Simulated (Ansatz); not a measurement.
A nudged elastic band was laid between two geometries of CH2Se2 (5 atoms, charge 0, multiplicity 1).

Level of theory: RKS PBE0-D4/def2-SVP (Ansatz).

```
movable images  : 7
climbing image  : yes
spring          : 5.0 eV/Å²
optimiser       : quadratic models (default)
start path      : IDPP
force threshold : 0.05 eV/Å
iteration limit : 57
end points      : relaxed
```

Initial state:

```xyz
5
Properties=species:S:1:pos:R:3
Se -0.430 -2.111 -0.535
C -0.115 -0.506 0.108
Se 0.260 0.987 -0.942
H -0.126 -0.303 1.187
H 0.411 1.932 0.182
```

Final state:

```xyz
5
Properties=species:S:1:pos:R:3
Se -0.260 -1.485 -1.118
C -0.122 -0.483 0.319
Se 0.263 1.332 0.464
H -0.269 -0.912 1.322
H 0.388 1.549 -0.988
```

**Question.** What changes between the two ends?

**Answer.** No bond is made or broken. The dihedral Se1–C2–Se3–H5 goes from -180 to 0°.

**Question.** What energy profile does the band end with?

**Answer.** The forces met the threshold. The highest image is number 4 of 0 to 8, 0.49 eV above the first end and 0.53 eV above the last; the last end lies 0.04 eV below the first. A vibrational analysis at the climbing image gives one clearly imaginary mode, 432i cm⁻¹: a first-order saddle point.

```csv
image,path coordinate (Å),energy (eV),dihedral Se1–C2–Se3–H5 (°)
0,0.00,0.00,-180
1,0.37,0.06,-158
2,0.74,0.22,-136
3,1.11,0.40,-113
4,1.47,0.49,-90
5,1.80,0.42,-69
6,2.12,0.23,-46
7,2.45,0.04,-23
8,2.77,-0.04,0
```

**Question.** What is the geometry of the highest image?

**Answer.** 
```xyz
5
Properties=species:S:1:pos:R:3
Se 0.718 -1.889 -0.277
C -0.245 -0.503 0.147
Se -0.328 1.170 -0.823
H -0.924 -0.546 1.010
H 0.779 1.768 -0.057
```

**Question.** What are the harmonic wavenumbers there?

**Answer.** 432i, 196, 576, 630, 830, 963, 1202, 2436, 3160 cm⁻¹.

The band took 9 iterations and roughly 4 core-minutes.

Run time: 4 min on 1 thread of Arm Neoverse V1, with other jobs on the host, peak memory 0.28 GiB.
